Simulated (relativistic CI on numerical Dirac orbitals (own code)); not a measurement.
**Radial parameters of Re LXXI**

Calculated at this level of theory: Dirac-Coulomb-Breit CI, separate exchange-only KLI orbitals for each configuration, model QED (radiative potential, 1s self-energy scaled to tabulated hydrogen-like ionisation energies), unscaled Slater integrals (own radial code, finite nucleus).

Slater integrals F^k, G^k are unscaled and averaged over j, outside the closed core 1s2; ζ comes from projecting the Hamiltonian with its Breit term on Σ l·s of the shell.

- 2s2.2p: ζ(2p) = 8.3929e+06 cm⁻¹; <r>(2p) = 0.06451, <r^2>(2p) = 0.005077 (bohr units).
- 2s.2p2: F^2(2p,2p) = 1.4528e+06, G^1(2s,2p) = 1.5616e+06, ζ(2p) = 8.3744e+06 cm⁻¹; <r>(2s) = 0.0727, <r^2>(2s) = 0.006286, <r>(2p) = 0.06454, <r^2>(2p) = 0.005082 (bohr units).
- 2p3: F^2(2p,2p) = 1.4513e+06, ζ(2p) = 8.3562e+06 cm⁻¹; <r>(2p) = 0.06461, <r^2>(2p) = 0.005093 (bohr units).

Averages of the first 10 configurations, taken without configuration mixing, which lowers the lowest level and can move excited configurations by several eV; other configurations of the list can lie among them:

| Configuration | Parity | States | Average energy above the lowest level (eV) |
| --- | --- | --- | --- |
| 2s2.2p | odd | 6 | 1044.6 |
| 2s.2p2 | even | 30 | 2339.2 |
| 2p3 | odd | 20 | 3698.2 |
| 2p2.3s | even | 30 | 13558.6 |
| 2p2.3p | odd | 90 | 13943.2 |
| 2s2.3s | even | 2 | 10980.7 |
| 2p2.3d | even | 150 | 14228.8 |
| 2s2.3p | odd | 6 | 11377.8 |
| 2s2.3d | even | 10 | 11663.1 |
| 2s.2p.3s | odd | 24 | 12237.2 |
